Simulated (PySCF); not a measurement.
boric acid (BH₃O₃), SMILES OB(O)O. Atoms are numbered in the order given.

```xyz
7

O     -0.6153    -1.2379     0.0000
B     -0.0330    -0.0107     0.0000
O      1.3396     0.0596     0.0000
O     -0.8693     1.0684     0.0000
H      0.0484    -1.9332     0.0000
H      1.7062     0.9462     0.0000
H     -0.4297     1.9203     0.0000
```

Coordinates come from a PBE0-D3(BJ)/def2-SVP optimisation. Other conformers were not sampled.

Level of theory: PBE0/pcJ-1 in PySCF.

Isotropic couplings with Fermi-contact, spin-dipole and both spin-orbit terms, one fixed conformer, no vibrational averaging. Isotopes: 11B, 1H.

Task: Estimate the spin–spin coupling constants. (The exact figures need the calculation; the answer reports its results.)

Result: 
```tsv
pair	bonds apart	J (Hz)
B2–H5	2	-3.3
B2–H6	2	-2.1
B2–H7	2	-1.1
H5–H7	4	3.5
```
